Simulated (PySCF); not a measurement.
# Excitation energy of In by level of theory

In [Kr] 4d10 5s2 5p1 (2P) → In [Kr] 4d10 5s1 5p1 6s1 (4P), as a difference of total energies. Computed with PySCF 2.14 in aug-cc-pVDZ-PP with ECP28MDF, with scalar relativity through the core potential. Correlated levels: valence: 4s2 4p6 4d10 frozen. The calculations carry no spin-orbit coupling.

```
           method  excitation energy (eV)
              UHF                   6.687
              LDA                   8.668
              PBE                   8.319
             PBE0                   8.069
           r2SCAN                   8.179
              M06                   8.674
            HSE06                   8.108
            TPSSh                   8.108
           PBEsol                   8.346
    MP2 (valence)                   7.246
SCS-MP2 (valence)                   7.432
```

Question: How much does correlation contribute at MP2 (valence)?

Answer: 7.246 − (6.687) = 0.559 eV, measured against UHF.

The upper state lies above the first ionisation limit, but in LS coupling its spin forbids autoionisation to the ground ion; at this Z spin-orbit coupling breaks that rule. A Rydberg-like electron needs more diffuse functions than a valence basis has.

The promoted electron is Rydberg-like, and one or two diffuse shells describe it only roughly, which tends to raise the upper state.
